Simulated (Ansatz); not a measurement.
`C#[C][GeH2][C]#C` + H₂ → `C#[C][GeH3]` + `C#C` at 500 K and 1 bar (hydrogenolysis of a Ge–C bond).

Gas-phase electronic energies from Ansatz, PBE0-D4/def2-TZVP geometries. CCSD(T)/CBS adds triple-zeta CCSD(T) − MP2 to the extrapolated MP2 energy (def2 sets, frozen cores). This one scheme is used for every species. For Ge outer-core shells are correlated without core-valence functions, which leaves a few kJ/mol of doubt a bond. Scalar relativity is left out up to krypton.

```csv
species,CCSD(T)/CBS energy (Eh),H − E (kJ/mol),S (J/(mol·K))
`C#[C][GeH2][C]#C`,-2230.59633,186.5,399.4
H₂,-1.17544,41.0,145.5
`C#[C][GeH3]`,-2154.54588,143.0,326.0
`C#C`,-77.22717,90.7,225.3
```

H − E and S are ideal-gas, rigid-rotor, harmonic terms from PBE0-D4/def2-TZVP. The MP2-based limit puts H₂ 0.8 mEh under its directly extrapolated value; such offsets cancel only in part. 1 Eh = 2625.50 kJ/mol, R = 8.31446 J/(mol·K).

Question: By hand: ΔE, ΔH, ΔS and ΔG.

Answer: ΔE = (-2154.54588) + (-77.22717) − (-2230.59633) − (-1.17544) = -0.00128 Eh = -3.4 kJ/mol. Δ(H − E) = 143.0 + 90.7 − 186.5 − 41.0 = 6.2, so ΔH = 2.8 kJ/mol. ΔS = 326.0 + 225.3 − 399.4 − 145.5 = 6.4 J/(mol·K). ΔG = 2.8 − 500 × (6.4)/1000 = -0.4 kJ/mol.

Question: By hand: the equilibrium constant, and the temperature at which ΔG would vanish if ΔH and ΔS stayed fixed.

Answer: log₁₀ K = −ΔG/(RT ln 10) = 0.0. ΔG = 0 at ΔH/ΔS = 438 K, though so small a ΔH makes that figure unsure.

TΔS isn't small against ΔH here. The sign of ΔG lies within the doubt. A doubt of 5 kJ/mol in ΔE shifts log₁₀ K by 0.5 here. These are equilibria of isolated gas molecules and say nothing of rates. Largest T1 diagnostic: 0.013 (customary marks: 0.02 for closed shells, 0.045 for open ones).
